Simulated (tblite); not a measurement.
Compound: C₃H₉BrSi.
SMILES with atom numbers: `[CH3:1][CH2:2][Si@H:3]([CH3:4])[Br:5]` (hydrogens: H6, H7, H8 on C1; H9, H10 on C2; H11 on Si3; H12, H13, H14 on C4)

Computed with GFN2-xTB (tblite), gas phase: L-BFGS steps from a force-field or distance-geometry start until the largest atomic force falls under 0.01 eV/Å.

Step 1: E = -458.8842 eV
```
atom  x, y, z in Å  |  force x, y, z in eV/Å
C1      1.6127   -0.8974   -0.3491    0.020  -0.005  -0.065
C2      0.8617    0.3674   -0.7603    0.167  -0.090  -0.067
Si3    -0.4595    0.9262    0.4563    0.099  -0.061   0.313
C4     -1.8390   -0.3366    0.6132   -0.127  -0.155   0.051
Br5    -1.3588    2.8083   -0.3246    0.014   0.085   0.009
H6      2.3653   -1.1349   -1.1043   -0.033  -0.007   0.132
H7      0.9380   -1.7508   -0.2753    0.028   0.089   0.040
H8      2.1177   -0.7679    0.6118   -0.112  -0.002  -0.162
H9      1.5840    1.1757   -0.8701    0.075   0.042  -0.170
H10     0.3969    0.2042   -1.7351    0.112   0.031  -0.080
H11     0.1243    1.2022    1.7655   -0.016   0.182   0.030
H12    -1.4462   -1.2679    1.0135   -0.086  -0.005  -0.012
H13    -2.6110    0.0199    1.2922   -0.041  -0.090  -0.114
H14    -2.2869   -0.5488   -0.3558   -0.098  -0.012   0.096
```

Step 2: E = -458.8901 eV
```
atom  x, y, z in Å  |  force x, y, z in eV/Å
C1      1.6128   -0.8974   -0.3500    0.013  -0.015  -0.067
C2      0.8654    0.3656   -0.7614    0.022   0.026  -0.038
Si3    -0.4572    0.9256    0.4625    0.031  -0.129   0.105
C4     -1.8421   -0.3403    0.6147    0.023   0.007  -0.032
Br5    -1.3586    2.8099   -0.3244    0.036   0.037   0.030
H6      2.3648   -1.1350   -1.1020    0.023  -0.035   0.070
H7      0.9386   -1.7491   -0.2746   -0.009   0.047   0.032
H8      2.1155   -0.7680    0.6086   -0.062   0.011  -0.071
H9      1.5852    1.1764   -0.8733    0.078   0.025  -0.155
H10     0.3989    0.2047   -1.7368    0.111   0.028  -0.049
H11     0.1239    1.2055    1.7658    0.022   0.193   0.118
H12    -1.4479   -1.2675    1.0130   -0.060  -0.110   0.031
H13    -2.6114    0.0181    1.2898   -0.124  -0.062  -0.029
H14    -2.2887   -0.5490   -0.3541   -0.102  -0.024   0.054
```

Step 3: E = -458.8955 eV
```
atom  x, y, z in Å  |  force x, y, z in eV/Å
C1      1.6127   -0.8976   -0.3520   -0.001   0.009  -0.049
C2      0.8690    0.3649   -0.7630   -0.072   0.111  -0.022
Si3    -0.4545    0.9226    0.4694   -0.004  -0.112  -0.068
C4     -1.8443   -0.3433    0.6156    0.092   0.077  -0.040
Br5    -1.3576    2.8118   -0.3236    0.064  -0.028   0.058
H6      2.3652   -1.1360   -1.0989    0.078  -0.064  -0.008
H7      0.9389   -1.7467   -0.2733   -0.053  -0.005   0.016
H8      2.1125   -0.7677    0.6046   -0.006   0.025   0.028
H9      1.5878    1.1773   -0.8791    0.065   0.001  -0.122
H10     0.4028    0.2057   -1.7393    0.089   0.025  -0.025
H11     0.1241    1.2123    1.7687    0.040   0.184   0.156
H12    -1.4506   -1.2695    1.0133   -0.054  -0.150   0.047
H13    -2.6143    0.0153    1.2871   -0.149  -0.042   0.023
H14    -2.2924   -0.5497   -0.3516   -0.090  -0.030   0.006
```

**Question.** Estimate the geometry and energy of step 4. (The exact step hangs on the optimiser's Hessian estimate; all steps are aligned on step 3, rigid shifts and turns removed.)

**Answer.** E = -458.9016 eV, largest force 0.192 eV/Å
```
atom  x, y, z in Å  |  force x, y, z in eV/Å
C1      1.6124   -0.8974   -0.3551   -0.007   0.030  -0.015
C2      0.8725    0.3663   -0.7655   -0.108   0.148  -0.017
Si3    -0.4509    0.9173    0.4769   -0.016  -0.034  -0.173
C4     -1.8460   -0.3465    0.6166    0.093   0.083  -0.020
Br5    -1.3549    2.8135   -0.3213    0.090  -0.097   0.085
H6      2.3674   -1.1386   -1.0954    0.106  -0.081  -0.076
H7      0.9382   -1.7440   -0.2715   -0.086  -0.040  -0.011
H8      2.1087   -0.7670    0.6003    0.046   0.039   0.117
H9      1.5920    1.1784   -0.8887    0.042  -0.020  -0.068
H10     0.4094    0.2075   -1.7432    0.042   0.022  -0.012
H11     0.1250    1.2245    1.7752    0.028   0.147   0.121
H12    -1.4553   -1.2744    1.0143   -0.060  -0.140   0.042
H13    -2.6204    0.0109    1.2839   -0.121  -0.026   0.054
H14    -2.2987   -0.5511   -0.3485   -0.049  -0.029  -0.027
```

The energy changes by -0.0061 eV. The first-order estimate −F·Δx gives -0.0084 eV and the mean of the old and new forces, exact on a quadratic surface, -0.0061 eV. The step makes an angle of 50° with the force vector and moves no atom by more than 0.014 Å.

The cost below is that of the whole relaxation. The run took 0.19 s of wall time on one thread of an Arm Neoverse N1, shared host with 64 logical CPUs at a one-minute load of 61.
